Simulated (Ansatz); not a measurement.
Species: C₂H₇ClOSi₂, charge 0, multiplicity 1. 
Structure (B3LYP-D3(BJ)/def2-TZVP (Ansatz, an electronic-structure program) minimum search):
```xyz
13

C     -2.5977    -0.4263     0.6081
C     -1.4175    -0.3683     0.0058
Cl    -1.1975     0.6659    -1.4069
Si     0.1228    -1.3068     0.4982
O      1.3497    -0.2703     0.7757
Si     2.1784     1.0549     0.2696
H     -3.4614     0.1310     0.2670
H     -2.7193    -1.0553     1.4817
H     -0.1794    -2.0490     1.7397
H      0.4875    -2.2307    -0.5968
H      3.4197     1.1377     1.0690
H      2.5177     0.9299    -1.1656
H      1.3676     2.2730     0.4834
```

Total electronic energies in hartree. Cores are frozen in the correlated levels unless marked. No spin-orbit coupling. No relativistic terms. CBS marks a two-point X^-3 extrapolation of the correlation energy; Hartree-Fock from the larger set.

| level | program | energy (Eh) |
|---|---|---|
| HF/aug-cc-pV(D+d)Z | Ansatz | -1192.14323 |
| PBE-D4/def2-TZVPD | Ansatz + dftd4 | -1194.31729 |
| revPBE-D3(BJ)/def2-TZVPD | Ansatz + dftd3 | -1194.75782 |
| PBE0-D4/def2-TZVP | Ansatz + dftd4 | -1194.42157 |
| HSE06/def2-TZVPD | Ansatz | -1194.38213 |
| wB97X/def2-TZVPD | Ansatz | -1194.94116 |
| B2PLYP-D4/def2-TZVPD | Ansatz + dftd4 | -1194.50631 |
| MP2/cc-pV(D+d)Z | Ansatz | -1192.91048 |
| CCSD(T)/CBS(cc-pV(T+d)Z,cc-pV(Q+d)Z) | Ansatz | -1193.4731 |

Totals of different functionals don't rank their quality; only differences between species are comparable.
